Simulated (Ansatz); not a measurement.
Total energies of CH₄BF₂NO.

Z-matrix (Å, degrees):
```
B
F 1 1.383
F 1 1.416 2 112.2
C 1 1.658 2 109.0 3 -113.6
H 1 1.224 2 114.2 3 128.7
O 4 1.303 1 121.5 2 -56.2
N 4 1.303 1 117.7 2 127.2
H 6 0.969 4 113.9 1 -176.8
H 7 1.010 4 125.7 1 175.9
H 7 1.014 4 114.5 1 -4.4
```

The species carries charge 0 and has multiplicity 1. The bonds changed during the relaxation, so this is another structure than the one it started from. The structure was optimised at the PBE0-D4/def2-TZVP level. It is one conformer, not always the lowest. Basis def2-TZVPP, Ansatz 0.2.0.

RPA on PBE orbitals: Hartree–Fock energy of these orbitals -393.26971 Eh, correlation -1.86118 Eh (frozen core).

| functional | energy without D4 (Eh) | D4 term (kJ/mol) |
| --- | --- | --- |
| LDA (SPW92) | -392.41094 | – |
| PBE | -394.87226 | -16.3 |
| revPBE | -395.16240 | -57.6 |
| BLYP | -395.22482 | -37.0 |
| r2SCAN | -395.10927 | -4.1 |
| B97M-V | -395.20038 | – |
| PBE0 | -394.88117 | -13.6 |
| B3LYP | -395.30410 | -26.1 |
| r2SCANh | -395.08781 | -4.3 |
| r2SCAN0 | -395.05718 | -4.7 |
| HSE06 (plane-wave form) | -394.86331 | -12.5 |
| BHLYP | -395.12033 | -17.8 |
| CAM-B3LYP | -395.17256 | -13.5 |
| LC-ωPBE | -395.06431 | – |
| ωB97X-V | -395.16765 | – |
| ωB97M-V | -395.18110 | – |
| B2PLYP | -395.04238 | – |
| PBE-QIDH | -394.82988 | – |

B3LYP takes the VWN-RPA correlation (the form of Gaussian; ORCA's B3LYP/G). HSE06 is the plane-wave form, built on full-range PBE exchange. The double hybrids freeze the cores in their second-order part.

LC-ωPBE has ω = 0.4 bohr⁻¹.
